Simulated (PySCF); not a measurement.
InH2Br, SMILES [Br][InH2]. Atoms are numbered in the order given.

```xyz
4

In     0.0000     0.0000     0.9955
H      0.0000     1.5711     1.6605
H      0.0000    -1.5711     1.6605
Br     0.0000     0.0000    -1.4886
```

Geometry optimised at PBE0-D3(BJ)/def2-TZVP. The def2 effective core potentials stand for the cores of In; spin–orbit coupling is left out.

All values below come from PBE0/def2-TZVPD (PySCF).

Mulliken values depend strongly on the basis, most of all with diffuse functions as here. ESP charges are fitted to the potential on shells at 1.4 to 2.0 van der Waals radii. Atomic charges (e):

| atom | Mulliken | ESP fit |
|---|---|---|
| In1 | 0.57 | [?] |
| H2 | -0.07 | [?] |
| H3 | -0.07 | [?] |
| Br4 | -0.44 | [?] |

Problem. Some entries are withheld; supply them. (Estimate from the structure and the level; the computed values follow.)

Solution. 
- In1, ESP fit: 0.68
- H2, ESP fit: -0.17
- H3, ESP fit: -0.17
- Br4, ESP fit: -0.34
